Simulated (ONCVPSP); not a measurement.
Plane-wave convergence, ONCV potential for Cu (Z = 29)

```json
{
  "Element": "copper",
  "Generator": "ONCVPSP 4.0.1",
  "Type": "optimised norm-conserving Vanderbilt (ONCV)",
  "Functional": "PBE",
  "Relativity": "scalar-relativistic",
  "Frozen core": "[Ne]",
  "Valence charge": "19",
  "Reference configuration": "3s2 3p6 3d10 4s1",
  "Partial waves": "3s+4s: rc 1.00 bohr, ncon 5, nbas 8, qcut 14.1 1/bohr, 2 projectors; 3p: rc 0.80 bohr, ncon 4, nbas 8, qcut 12.4 1/bohr, 2 projectors, debl 2.7 Ha; 3d: rc 1.20 bohr, ncon 3, nbas 8, qcut 15.3 1/bohr, 2 projectors, debl 2.5 Ha",
  "Local potential": "polynomial inside 0.60 bohr (lpopt 5, dvloc0 0 Ha)",
  "Core correction": "none"
}
```

Task: For each optimised wave give the share of its norm inside rc, the residual kinetic energy above qcut (Ha) and the cutoffs (Ha) for errors of 10, 1, 0.1 and 0.01 mHa per electron.

Result:

```tsv
wave	norm inside rc	residual KE	10 mHa	1 mHa	0.1 mHa	0.01 mHa
3s	0.864	4.9e-06	59.9	74.6	86.2	96.0
4s	0.022	5.5e-07	38.4	59.0	74.7	87.0
3p	0.627	1.8e-04	33.4	44.0	116.5	308.1
p projector 2	0.016	8.2e-06	21.1	31.3	40.3	75.0
3d	0.705	1.2e-05	67.0	80.3	91.9	161.4
d projector 2	0.063	3.5e-08	60.6	76.3	89.1	99.0
```

The occupied waves need 80 Ha and 117 Ha for 1 and 0.1 mHa. 1 of 4 tests not solved or not reliable.
